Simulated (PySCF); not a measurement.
**A small calculation by hand: entropy of an ideal gas**

BClH, SMILES [BH]Cl (connectivity only; charge and spin as stated), charge +1, multiplicity 1.

The structure is a stationary point at ωB97X-D3(BJ)/def2-TZVPD. The spin state was assumed, not searched. The isomer is the one that the SMILES or the coordinates give; other isomers of the formula were not compared.

ωB97X-D3(BJ)/def2-TZVPD run with PySCF gives the harmonic wavenumbers 726, 726, 1149, 2862 cm⁻¹ and the rotational temperature 0.9114 K. The molar mass is 47.27 g/mol, the symmetry number 1, the spin multiplicity 1.

### Question
Work out the entropy at 298.15 K and 1 atm in the rigid-rotor, harmonic-oscillator model.

### Answer

Translation (Sackur–Tetrode at 1 atm): S = R[1.5 ln M + 2.5 ln T − 1.16487] = 156.8 J/(mol K).
Rotation: q = T/(σ θ) = 327, S = R[ln q + 1] = 56.5 J/(mol K).
Vibration: with u = 1.4388 ν/T, each mode gives R[u/(e^u − 1) − ln(1 − e^−u)]:
| ν (cm⁻¹) | modes | u | S (J/(mol K)) |
|---|---|---|---|
| 726 | 2 | 3.50 | 2.32 |
| 1149 | 1 | 5.54 | 0.21 |
The stiffer modes add less than 0.005 each. Sum 2.5 J/(mol K).
Spin: R ln 1 = 0.0 J/(mol K).
Total 215.8 J/(mol K); the program's own thermochemistry gives 215.8. Translation makes up 73 % and vibration 1 %. Anharmonicity, hindered rotation and orbital degeneracy are left out.
